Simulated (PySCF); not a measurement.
PBE0 on Co (cobalt, neutral)

Configuration: [Ar] 3d9, 2D determinant (an excited configuration). All numbers are calculated (PySCF 2.14, no relativity, point nucleus, in dyall-av2z (16s12p7d2f, 101 functions)).

```json
{"Total energy": "-1382.390 hartree", "One-electron energy": "-1921.160 hartree", "Hartree (Coulomb) energy": "598.013 hartree", "Exchange-correlation energy": "-59.243 hartree", "Kinetic energy": "1381.31359 hartree", "⟨S²⟩": "0.7586", "⟨L²⟩": "6.057", "Sum of ⟨r⟩": "20.36 bohr", "Sum of ⟨r²⟩": "30.53 bohr²", "Traceless quadrupole moment −½Σ⟨3z² − r²⟩ along its main axis": "-1.45 e·bohr²", "Density at the nucleus (Gaussians lack the cusp)": "13200 bohr⁻³", "Spin density at the nucleus": "-0.267 bohr⁻³", "Langevin diamagnetic susceptibility": "-24.2 ×10⁻⁶ cm³/mol", "Time after the integrals": "of the order of 9 core-seconds"}
```

```
shell  electrons  mean orbital energy (eV)  spread (eV)  rms radius, mean of both spins (bohr)
 1s β          1                   -7554.2            0                                 0.0659
 1s α          1                   -7554.2            0                                 0.0659
 2s α          1                   -890.52            0                                  0.281
 2s β          1                   -889.91            0                                  0.281
 2p α          3                   -771.01        0.743                                  0.250
 2p β          3                   -770.52        0.285                                  0.250
 3s α          1                   -97.856            0                                  0.848
 3s β          1                   -96.411            0                                  0.848
 3p α          3                   -61.801        1.649                                  0.905
 3p β          3                   -60.246        0.138                                  0.905
 3d α          5                    -3.583        1.853                                   1.62
 3d β          4                    -2.577        1.192                                   1.62
```
